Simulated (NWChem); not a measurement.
System: BeHCl; SMILES [BeH][Cl]

Input file for NWChem:

```
start job
memory heap 200 mb stack 900 mb global 1100 mb
geometry units angstroms noautosym nocenter noautoz
  Be     0.000000     0.000000    -1.300052
  H      0.000000     0.000000    -2.635533
  Cl     0.000000     0.000000     0.526685
end
basis spherical
  * library def2-svpd
end
dft
  xc m06-2x
  iterations 150
  vectors input atomic output neutral.movecs
end
task dft energy
charge 1
dft
  odft
  mult 2
  vectors input atomic output cation.movecs
end
task dft energy
charge -1
dft
  odft
  mult 2
  vectors input atomic output anion.movecs
end
task dft energy
```

Geometry: optimised at PBE-D3(BJ)/def2-SVP.

Ions are spin-unrestricted doublets at the neutral geometry; other ion states weren't tried.

Problem. Give the results of this calculation. (M06-2X/def2-SVPD, vertical spin-unrestricted ions.) Quantities: vertical ionisation energy, ΔSCF (eV); −ε(HOMO) (eV).

Solution. 
- vertical ionisation energy, ΔSCF (eV): 12.78
- −ε(HOMO) (eV): 10.96
